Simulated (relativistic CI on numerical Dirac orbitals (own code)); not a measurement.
Energy levels of Bi LVII

Method of calculation: Dirac-Coulomb-Breit CI, orbitals from a KLI potential per configuration, model QED (radiative potential, 1s self-energy scaled to tabulated hydrogen-like ionisation energies), unscaled Slater integrals (own radial code, finite nucleus).

Configurations in the expansion (outside the closed core [Ne]): 3s2 3p6 3d9, 3s2 3p5 3d10, 3s 3p6 3d10, 3s2 3p6 3d8 4s, 3s2 3p6 3d8 4p, 3s2 3p4 3d10 4s, 3s2 3p6 3d8 4d, 3s2 3p4 3d10 4p, 3s2 3p5 3d9 4s, 3s2 3p6 3d8 4f, 3s2 3p4 3d10 4d, 3s2 3p5 3d9 4p, 3s 3p5 3d10 4s, 3s2 3p6 3d7 4s2, 3s 3p5 3d10 4p, 3s2 3p5 3d9 4d, 3s2 3p6 3d7 4s 4p, 3s 3p6 3d9 4s, 3s 3p5 3d10 4d, 3s2 3p5 3d9 4f, 3p6 3d10 4s, 3s2 3p6 3d8 5s, 3s2 3p6 3d7 4p2, 3s2 3p6 3d7 4s 4d, 3s2 3p6 3d8 5p, 3s 3p6 3d9 4p, 3p6 3d10 4p, 3s2 3p5 3d8 4s2, 3s2 3p6 3d7 4p 4d, 3s2 3p6 3d8 5d, 3s2 3p6 3d8 5f, 3s2 3p5 3d8 4s 4p, 3p6 3d10 4d, 3s2 3p6 3d8 5g, 3s 3p6 3d9 4d, 3s2 3p6 3d7 4d2. Levels of other configurations are missing.

The lowest level is 3s2 3p6 3d9 2D_5/2, with 100 % of that term; Hund's rules for 3s2 3p6 3d9 give 2D with J = 5/2, in agreement.

```csv
No.,Configuration,Term,J,E (eV),%,Next component (%),Landé g
1,3s2 3p6 3d9,2D,5/2,0.00,100,,1.186
2,3s2 3p6 3d9,2D,3/2,116.23,100,,0.784
3,3s2 3p5 3d10,2P°,3/2,565.69,100,,1.318
4,3s2 3p5 3d10,2P°,1/2,1114.74,100,,0.644
5,3s 3p6 3d10,2S,1/2,1402.79,100,,1.980
6,3s2 3p6 3d8 4s,4F,9/2,2158.40,85,15 2G,1.287
7,3s2 3p6 3d8 4s,2F,7/2,2161.99,62,23 4F,1.110
8,3s2 3p6 3d8 4s,2D,5/2,2169.81,48,44 4P,1.340
9,3s2 3p6 3d8 4s,2D,3/2,2171.59,50,34 2P,1.000
10,3s2 3p6 3d8 4s,2S,1/2,2194.12,52,33 4P,2.016
11,3s2 3p6 3d8 4s,4F,7/2,2273.81,75,25 2F,1.200
12,3s2 3p6 3d8 4s,4F,5/2,2274.77,63,35 2F,0.959
13,3s2 3p6 3d8 4p,4D°,7/2,2276.33,47,24 2F°,1.263
14,3s2 3p6 3d8 4p,2G°,9/2,2278.13,41,26 4G°,1.138
15,3s2 3p6 3d8 4s,4P,5/2,2285.04,49,24 2F,1.292
16,3s2 3p6 3d8 4s,4P,3/2,2285.97,30,27 4F,1.091
17,3s2 3p6 3d8 4p,2D°,3/2,2287.25,30,30 2P°,1.268
18,3s2 3p6 3d8 4p,2F°,5/2,2288.19,40,30 2D°,1.072
19,3s2 3p6 3d8 4s,2G,9/2,2290.90,85,15 4F,1.129
20,3s2 3p6 3d8 4s,4P,3/2,2291.30,62,34 2P,1.539
21,3s2 3p6 3d8 4s,2G,7/2,2291.73,84,13 2F,0.915
22,3s2 3p6 3d8 4s,2P,1/2,2293.66,67,33 4P,1.315
23,3s2 3p6 3d8 4p,2P°,1/2,2311.32,63,26 4D°,0.658
24,3s2 3p6 3d8 4p,4G°,7/2,2391.77,55,19 2G°,1.007
25,3s2 3p6 3d8 4p,4F°,5/2,2392.56,39,29 4D°,1.110
26,3s2 3p6 3d8 4s,4F,3/2,2396.02,61,32 2D,0.576
27,3s2 3p6 3d8 4s,2F,5/2,2397.51,36,31 2D,1.039
28,3s2 3p6 3d8 4p,2D°,3/2,2402.54,25,23 4D°,1.186
29,3s2 3p6 3d8 4p,2D°,5/2,2404.33,27,24 2F°,1.069
30,3s2 3p6 3d8 4p,4P°,1/2,2407.50,53,28 4D°,1.789
31,3s2 3p6 3d8 4p,2H°,9/2,2408.27,64,27 2G°,0.978
32,3s2 3p6 3d8 4p,2F°,7/2,2410.88,54,33 2G°,1.074
33,3s2 3p6 3d8 4p,4D°,3/2,2411.79,43,30 2P°,1.265
34,3s2 3p6 3d8 4s,2S,1/2,2425.30,47,34 4P,1.972
35,3s2 3p6 3d8 4p,4G°,11/2,2469.78,85,15 2H°,1.233
36,3s2 3p6 3d8 4p,4F°,9/2,2473.50,58,38 2G°,1.222
37,3s2 3p6 3d8 4p,2F°,7/2,2473.94,55,32 4D°,1.203
38,3s2 3p6 3d8 4p,2D°,5/2,2474.11,61,20 2F°,1.140
39,3s2 3p6 3d8 4p,2D°,5/2,2481.39,57,25 4P°,1.232
40,3s2 3p6 3d8 4p,2F°,7/2,2484.58,48,42 4D°,1.232
41,3s2 3p6 3d8 4p,2P°,1/2,2485.23,60,25 2S°,0.992
42,3s2 3p6 3d8 4p,2P°,3/2,2486.12,53,26 2D°,1.204
43,3s2 3p6 3d8 4p,2P°,3/2,2507.72,52,16 2D°,1.331
44,3s2 3p6 3d8 4p,4G°,5/2,2513.68,46,37 2F°,0.776
45,3s2 3p6 3d8 4p,2D°,3/2,2519.06,39,30 4F°,0.836
```

Energies count from the lowest computed level; ° marks odd parity.

The mean weight of the leading LS term, summed over parents, in these 45 levels is 59 %, and that of the leading jj configuration (from the same eigenvectors) 100 %, so jj coupling describes them better and the LS labels are nominal.

At this charge energies of transitions that change n are usually good to better than 1 %, and those within a shell (Δn = 0) to a few per cent.

LS names give the leading component of a level, which can be under half, so a name can repeat, a term be missing and a line seem to break the LS rules.
